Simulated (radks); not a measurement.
Valence configurations of the cobalt ion Co2+ (all share [Ar]). Calculated with a radial shooting solver on a logarithmic mesh with Libxc functionals: non-relativistic Kohn-Sham, TPSS, spin-polarised, spherical densities, point nucleus; open shells are filled with parallel spins first; meta-GGA in the generalised Kohn-Sham scheme. Energies are relative to 3d7; eigenvalues in eV for spin up.

valence,E (eV),moment (Bohr magnetons),e(3d),e(4p),e(4s)
3d7,0.000,3,-28.375,-,-
3d6.5 4s0.5,2.576,4,-31.860,-,-22.097
3d6 4s1,5.735,5,-35.537,-,-23.668
3d6.5 4p0.5,5.797,4,-32.486,-15.951,-
3d6 4p1,12.513,5,-36.763,-17.534,-
3d5 4s2,16.909,5,-43.452,-,-25.655
3d5 4s1 4p1,21.553,7,-44.569,-19.689,-27.096
3d5 4p2,28.959,7,-45.732,-20.265,-
3d4.5 4s1 4p1.5,34.780,7,-49.008,-20.952,-28.652
3d4.5 4p2.5,42.479,7,-50.131,-21.491,-

NIST lists [Ar] 3d7 as the ground configuration; this level of theory agrees among the configurations tried. The energies are those of spherical high-spin densities, not of single terms.
